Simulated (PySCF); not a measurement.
A calculated (LDA, PySCF 2.14, x2c-TZVPall, the spin-free X2C one-electron Hamiltonian (Gaussian nucleus)) atom or ion has these occupied shells.

```
shell  electrons  orbital energy (eV)  rms radius, mean of both spins (bohr)
   1s          2             -25262.0                                 0.0357
   2s          2              -3728.6                                  0.146
   2p          6              -3349.7                                  0.130
   3s          2              -689.84                                  0.395
   3p          6              -565.17                                  0.396
   3d         10              -367.01                                  0.378
   4s          2              -103.20                                  0.971
   4p          6              -66.961                                   1.07
   4d         10              -15.929                                   1.54
```

Problem. Name the element and its charge.

Solution. Ag⁺ (silver, charge +1), in [Kr] 4d10, closed-shell 1S.
